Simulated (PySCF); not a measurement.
A structure optimised at PBE0-D3(BJ)/def2-SVP, used in a PySCF frequency run:

```
C
H 1 1.0974
C 1 1.5252 2 108.97
F 3 1.3371 1 111.06 2 -175.47
F 3 1.3445 4 108.71 1 -119.77
H 3 1.1049 4 109.22 5 -118.99
Cl 1 1.7644 2 107.70 3 -120.32
Cl 1 1.7709 2 107.69 3 118.29
```

### Question
Write its SMILES and formula.

### Answer
FC(F)C(Cl)Cl, C2H2Cl2F2

### Question
What are its rotational constants (standard atomic weights)?

### Answer
2.6709, 1.9080, 1.3659 GHz
